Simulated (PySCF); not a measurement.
F2OS, charge +1, doublet, geometry from GFN2-xTB (a state made from the parent by changing its charge; the spin is typed, not shown lowest), with bond 4-2 at 1.8 times its length; PySCF with HF/def2-SVP.

Input for PySCF:
```python
from pyscf import gto, scf

mol = gto.M(
    atom='''
O     1.412777   -0.152744   -0.328451
S     0.175328   -0.006149    0.328915
F    -0.664628    1.263810   -0.187633
F    -1.765424   -2.005873   -0.452399
''',
    basis='def2-svp',
    charge=1,
    spin=1,
    verbose=4,
)

mf = scf.UHF(mol)
mf.kernel()
mo_i, mo_e, stable_i, stable_e = mf.stability(internal=True, external=True, return_status=True, nroots=6, tol=1e-6)
print('internally stable:', stable_i, ' externally stable:', stable_e)
if not stable_i:
    umf = mf.copy()
    umf.scf_summary = {}
    umf.kernel(umf.make_rdm1(mo_i, mf.mo_occ))
```

The log (banner, timings and long lists left out):

```
PySCF version 2.14.0

[INPUT] verbose = 4
[INPUT] num. atoms = 4
[INPUT] num. electrons = 41
[INPUT] charge = 1
[INPUT] spin (= nelec alpha-beta = 2S) = 1
[INPUT] symmetry False subgroup None
[INPUT] Mole.unit = angstrom
[INPUT] Symbol           X                Y                Z      unit          X                Y                Z       unit  Magmom
[INPUT]  1 O      1.412777000000  -0.152744000000  -0.328451000000 AA    2.669761605085  -0.288644327171  -0.620682435340 Bohr   0.0
[INPUT]  2 S      0.175328000000  -0.006149000000   0.328915000000 AA    0.331321901968  -0.011619925940   0.621559268261 Bohr   0.0
[INPUT]  3 F     -0.664628000000   1.263810000000  -0.187633000000 AA   -1.255964894717   2.388254773487  -0.354574981931 Bohr   0.0
[INPUT]  4 F     -1.765424000000  -2.005873000000  -0.452399000000 AA   -3.336167853734  -3.790550610660  -0.854910209027 Bohr   0.0

nuclear repulsion = 159.668511832223
number of shells = 26
number of NR pGTOs = 108
number of NR cGTOs = 60
basis = def2-svp
ecp = {}

******** <class 'pyscf.scf.uhf.UHF'> ********
method = UHF
initial guess = minao
damping factor = 0
level_shift factor = 0
DIIS = <class 'pyscf.scf.diis.CDIIS'>
diis_start_cycle = 1
diis_space = 8
diis_damp = 0
SCF conv_tol = 1e-09
SCF conv_tol_grad = None
SCF max_cycles = 50
direct_scf = True
direct_scf_tol = 1e-13
number electrons alpha = 21  beta = 20
Set gradient conv threshold to 3.16228e-05
init E= -670.891456936467

cycle= 1 E= -669.659345030279  delta_E= 1.23  |g|= 0.819  |ddm|= 1.69
cycle= 2 E= -658.684982643533  delta_E=   11  |g|=  2.6  |ddm|= 4.27
cycle= 3 E= -669.784536514706  delta_E= -11.1  |g|= 0.719  |ddm|= 4.14
cycle= 4 E= -669.90376625839  delta_E= -0.119  |g|= 0.475  |ddm|= 0.241
cycle= 5 E= -670.125509704113  delta_E= -0.222  |g|= 0.22  |ddm|= 0.733
cycle= 6 E= -670.236370473219  delta_E= -0.111  |g|= 0.303  |ddm|= 0.446
cycle= 7 E= -670.284125842212  delta_E= -0.0478  |g|= 0.288  |ddm|= 0.163
cycle= 8 E= -670.359713197207  delta_E= -0.0756  |g|= 0.205  |ddm|= 0.345
cycle= 9 E= -670.380101089786  delta_E= -0.0204  |g|= 0.126  |ddm|= 0.176
cycle= 10 E= -670.386017637979  delta_E= -0.00592  |g|= 0.0789  |ddm|= 0.0941
cycle= 11 E= -670.389780697699  delta_E= -0.00376  |g|= 0.00879  |ddm|= 0.132
cycle= 12 E= -670.389896622847  delta_E= -0.000116  |g|= 0.00551  |ddm|= 0.0144
cycle= 13 E= -670.389963817448  delta_E= -6.72e-05  |g|= 0.00413  |ddm|= 0.0109
cycle= 14 E= -670.390015649701  delta_E= -5.18e-05  |g|= 0.00295  |ddm|= 0.0112
cycle= 15 E= -670.39005932356  delta_E= -4.37e-05  |g|= 0.00272  |ddm|= 0.0102
cycle= 16 E= -670.390075616084  delta_E= -1.63e-05  |g|= 0.00276  |ddm|= 0.0035
cycle= 17 E= -670.390015602363  delta_E= 6e-05  |g|= 0.00253  |ddm|= 0.0134
cycle= 18 E= -670.389952383298  delta_E= 6.32e-05  |g|= 0.00219  |ddm|= 0.0185
cycle= 19 E= -670.389931780066  delta_E= 2.06e-05  |g|= 0.002  |ddm|= 0.0118
cycle= 20 E= -670.389935522223  delta_E= -3.74e-06  |g|= 0.00192  |ddm|= 0.00501
cycle= 21 E= -670.389950867013  delta_E= -1.53e-05  |g|= 0.00188  |ddm|= 0.00585
cycle= 22 E= -670.389970299984  delta_E= -1.94e-05  |g|= 0.00187  |ddm|= 0.00614
cycle= 23 E= -670.389982246711  delta_E= -1.19e-05  |g|= 0.00186  |ddm|= 0.00366
cycle= 24 E= -670.389985800008  delta_E= -3.55e-06  |g|= 0.00187  |ddm|= 0.00106
cycle= 25 E= -670.389979050405  delta_E= 6.75e-06  |g|= 0.00186  |ddm|= 0.00202
cycle= 26 E= -670.389975041281  delta_E= 4.01e-06  |g|= 0.00185  |ddm|= 0.00185
cycle= 27 E= -670.389973597186  delta_E= 1.44e-06  |g|= 0.00184  |ddm|= 0.00186
cycle= 28 E= -670.389967810629  delta_E= 5.79e-06  |g|= 0.00182  |ddm|= 0.00268
cycle= 29 E= -670.389957221955  delta_E= 1.06e-05  |g|= 0.00179  |ddm|= 0.00477
cycle= 30 E= -670.389938165872  delta_E= 1.91e-05  |g|= 0.00174  |ddm|= 0.00788
cycle= 31 E= -670.389908963278  delta_E= 2.92e-05  |g|= 0.00169  |ddm|= 0.0128
cycle= 32 E= -670.389904878976  delta_E= 4.08e-06  |g|= 0.00169  |ddm|= 0.00267
cycle= 33 E= -670.389907218038  delta_E= -2.34e-06  |g|= 0.00169  |ddm|= 0.000885
cycle= 34 E= -670.389889914952  delta_E= 1.73e-05  |g|= 0.00167  |ddm|= 0.00618
cycle= 35 E= -670.389861848651  delta_E= 2.81e-05  |g|= 0.00165  |ddm|= 0.0111
cycle= 36 E= -670.389854139292  delta_E= 7.71e-06  |g|= 0.00165  |ddm|= 0.00365
cycle= 37 E= -670.389856005418  delta_E= -1.87e-06  |g|= 0.00164  |ddm|= 0.0015
cycle= 38 E= -670.389842416122  delta_E= 1.36e-05  |g|= 0.00161  |ddm|= 0.00469
cycle= 39 E= -670.389813657021  delta_E= 2.88e-05  |g|= 0.00151  |ddm|= 0.011
cycle= 40 E= -670.389764929478  delta_E= 4.87e-05  |g|= 0.00141  |ddm|= 0.0188
cycle= 41 E= -670.389736200977  delta_E= 2.87e-05  |g|= 0.00133  |ddm|= 0.0125
cycle= 42 E= -670.38969075235  delta_E= 4.54e-05  |g|= 0.00127  |ddm|= 0.0236
cycle= 43 E= -670.389623993021  delta_E= 6.68e-05  |g|= 0.00132  |ddm|= 0.0541
cycle= 44 E= -670.38961781664  delta_E= 6.18e-06  |g|= 0.00095  |ddm|= 0.0107
cycle= 45 E= -670.389607983504  delta_E= 9.83e-06  |g|= 0.000768  |ddm|= 0.0289
cycle= 46 E= -670.389608609512  delta_E= -6.26e-07  |g|= 0.000568  |ddm|= 0.0083
cycle= 47 E= -670.389609478525  delta_E= -8.69e-07  |g|= 0.00057  |ddm|= 0.00582
cycle= 48 E= -670.38961002648  delta_E= -5.48e-07  |g|= 0.00059  |ddm|= 0.00714
cycle= 49 E= -670.389610510664  delta_E= -4.84e-07  |g|= 0.00047  |ddm|= 0.00119
cycle= 50 E= -670.389610068652  delta_E= 4.42e-07  |g|= 0.000522  |ddm|= 0.00123
SCF not converged.
SCF energy = -670.389610068652 after 50 cycles  <S^2> = 0.75282213  2S+1 = 2.0028201
uhf_internal: lowest eigs of H = [-0.08887039 -0.01532262 -0.01512729  0.07016791  0.2251885   0.30092796]
<class 'pyscf.scf.uhf.UHF'> wavefunction has an internal instability
uhf_real2complex: lowest eigs of H = [0.00225481 0.00235606 0.11348402 0.113957   0.19201157 0.19263434]
<class 'pyscf.scf.uhf.UHF'> wavefunction is stable in the real -> complex stability analysis
uhf_external: lowest eigs of H = [-4.44702341e-02 -7.90982777e-03 -7.82031842e-03 -2.52013008e-05
  3.50871972e-02  1.12528846e-01]
<class 'pyscf.scf.uhf.UHF'> wavefunction has an UHF/UKS -> GHF/GKS instability
internally stable: False  externally stable: False

******** <class 'pyscf.scf.uhf.UHF'> ********
method = UHF
initial guess = minao
damping factor = 0
level_shift factor = 0
DIIS = <class 'pyscf.scf.diis.CDIIS'>
diis_start_cycle = 1
diis_space = 8
diis_damp = 0
SCF conv_tol = 1e-09
SCF conv_tol_grad = None
SCF max_cycles = 50
direct_scf = True
direct_scf_tol = 1e-13
number electrons alpha = 21  beta = 20
Set gradient conv threshold to 3.16228e-05
init E= -670.299586154943
cycle= 1 E= -670.367969638847  delta_E= -0.0684  |g|= 0.11  |ddm|= 0.309
cycle= 2 E= -670.382092402022  delta_E= -0.0141  |g|= 0.0643  |ddm|= 0.138
cycle= 3 E= -670.386564999385  delta_E= -0.00447  |g|= 0.0409  |ddm|= 0.071
cycle= 4 E= -670.391354157937  delta_E= -0.00479  |g|= 0.0169  |ddm|= 0.117
cycle= 5 E= -670.392481889758  delta_E= -0.00113  |g|= 0.01  |ddm|= 0.0632
cycle= 6 E= -670.392862151445  delta_E= -0.00038  |g|= 0.00556  |ddm|= 0.0424
cycle= 7 E= -670.392984244385  delta_E= -0.000122  |g|= 0.00212  |ddm|= 0.0264
cycle= 8 E= -670.393012420041  delta_E= -2.82e-05  |g|= 0.000901  |ddm|= 0.0149
cycle= 9 E= -670.39301640231  delta_E= -3.98e-06  |g|= 0.000449  |ddm|= 0.00597
cycle= 10 E= -670.393017081036  delta_E= -6.79e-07  |g|= 0.000242  |ddm|= 0.00257
cycle= 11 E= -670.393017288841  delta_E= -2.08e-07  |g|= 0.000175  |ddm|= 0.00081
cycle= 12 E= -670.393017422174  delta_E= -1.33e-07  |g|= 0.00015  |ddm|= 0.00065
cycle= 13 E= -670.393017544939  delta_E= -1.23e-07  |g|= 0.000139  |ddm|= 0.000572
cycle= 14 E= -670.393017619027  delta_E= -7.41e-08  |g|= 0.000138  |ddm|= 0.000298
cycle= 15 E= -670.393017666388  delta_E= -4.74e-08  |g|= 0.000138  |ddm|= 0.000186
cycle= 16 E= -670.393017677524  delta_E= -1.11e-08  |g|= 0.000138  |ddm|= 4.32e-05
cycle= 17 E= -670.393017541209  delta_E= 1.36e-07  |g|= 0.000137  |ddm|= 0.000526
cycle= 18 E= -670.393017244406  delta_E= 2.97e-07  |g|= 0.000131  |ddm|= 0.00119
cycle= 19 E= -670.393016814884  delta_E= 4.3e-07  |g|= 0.000122  |ddm|= 0.00191
cycle= 20 E= -670.393016232948  delta_E= 5.82e-07  |g|= 9.98e-05  |ddm|= 0.00333
cycle= 21 E= -670.393015719326  delta_E= 5.14e-07  |g|= 6.32e-05  |ddm|= 0.00479
cycle= 22 E= -670.393015574091  delta_E= 1.45e-07  |g|= 3.64e-05  |ddm|= 0.00302
cycle= 23 E= -670.393015552366  delta_E= 2.17e-08  |g|= 2.14e-05  |ddm|= 0.00129
cycle= 24 E= -670.393015550534  delta_E= 1.83e-09  |g|= 1.55e-05  |ddm|= 0.000269
cycle= 25 E= -670.393015550182  delta_E= 3.51e-10  |g|= 9.52e-06  |ddm|= 0.000147
Extra cycle  E= -670.393015550345  delta_E= -1.63e-10  |g|= 7.9e-06  |ddm|= 1.43e-05
converged SCF energy = -670.393015550345  <S^2> = 1.0557972  2S+1 = 2.2854297
```

The run did not converge; its last values are not results.
